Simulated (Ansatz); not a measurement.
Consider the cleavage of the Si–P bond: `CO[SiH2]P` + `[SiH3]S` → `CO[SiH2]S[SiH3]` + PH₃.

Gas-phase electronic energies from Ansatz, PBE0-D4/def2-TZVP geometries. CBS: MP2 limit from def2 TZ/QZ plus the TZ coupled-cluster correction, frozen cores. This one scheme is used for every species. Each species was taken in one conformer, which may not be the lowest.

`CO[SiH2]P`:

Z-matrix (Å, degrees):
```
C
O 1 1.410
H 1 1.096 2 111.6
H 1 1.091 2 108.1 3 119.4
H 1 1.096 2 111.3 3 -121.4
Si 2 1.642 1 123.0 3 60.2
P 6 2.257 2 110.6 1 -61.6
H 6 1.482 2 105.4 1 174.8
H 6 1.492 2 110.9 1 55.5
H 7 1.420 6 94.4 2 -86.4
H 7 1.421 6 91.9 2 179.6
```

`[SiH3]S`:

Z-matrix (Å, degrees):
```
Si
S 1 2.137
H 1 1.485 2 111.6
H 1 1.485 2 111.6 3 -122.0
H 1 1.482 2 104.8 3 119.0
H 2 1.344 1 94.7 3 60.9
```

`CO[SiH2]S[SiH3]`:

Cartesian coordinates in Å:
```
C 1.255 1.248 1.113
O 0.920 1.685 -0.186
Si 0.084 0.786 -1.263
S -1.847 0.220 -0.538
Si -1.367 -1.785 0.022
H 0.357 1.063 1.710
H 1.854 0.331 1.084
H 1.841 2.033 1.593
H 0.818 -0.471 -1.580
H -0.092 1.646 -2.450
H -2.551 -2.309 0.745
H -0.181 -1.819 0.917
H -1.091 -2.628 -1.168
```

PH₃:

Cartesian coordinates in Å:
```
P -0.037 -0.333 -0.474
H -1.144 0.374 0.064
H 0.824 0.792 -0.385
H 0.358 -0.833 0.795
```

```json
{"species": "`CO[SiH2]P`", "SCS-MP2/def2-QZVPP energy (Eh)": "-747.36917"}
{"species": "`[SiH3]S`", "SCS-MP2/def2-QZVPP energy (Eh)": "-689.21098"}
{"species": "`CO[SiH2]S[SiH3]`", "SCS-MP2/def2-QZVPP energy (Eh)": "-1093.91449"}
{"species": "PH₃", "SCS-MP2/def2-QZVPP energy (Eh)": "-342.68833"}
```

(1) Work out ΔE.

Largest T1 diagnostic among the species: 0.013.

Answers

(1) ΔE = (-1093.91449) + (-342.68833) − (-747.36917) − (-689.21098) = -0.02267 Eh = -59.5 kJ/mol. CCSD(T)/CBS gives -56.8 kJ/mol.

The D4 term adds −7.3 kJ/mol with B3LYP and −4.3 kJ/mol with PBE0; it sums over pairs of atoms, weighted by their polarisabilities, and B3LYP, whose exchange is more repulsive, gets the larger term.

B3LYP here is the variant with VWN-RPA as its local correlation; programs differ in this.
